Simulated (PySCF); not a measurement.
Correlation energy of V (vanadium, neutral)

[Ar] 3d3 4s2, high-spin 4F determinant. Computed with PySCF 2.14 in 6-31G* (5s4p2d1f, 34 functions), with no relativity, point nucleus. Frozen: [Ar]; 5 electrons correlated.

MP2 pair energies summed by pair of shells (mhartree):

```csv
pair,energy,share (%)
4s-4s,-16.96,43.8
3d-3d,-12.36,31.9
3d-4s,-9.42,24.3
```

Total MP2 correlation energy: -38.74 mhartree.

Same-spin part -16.10 and opposite-spin part -22.64 mhartree; SCS-MP2 scales them by 1/3 and 6/5 to -32.54 mhartree.
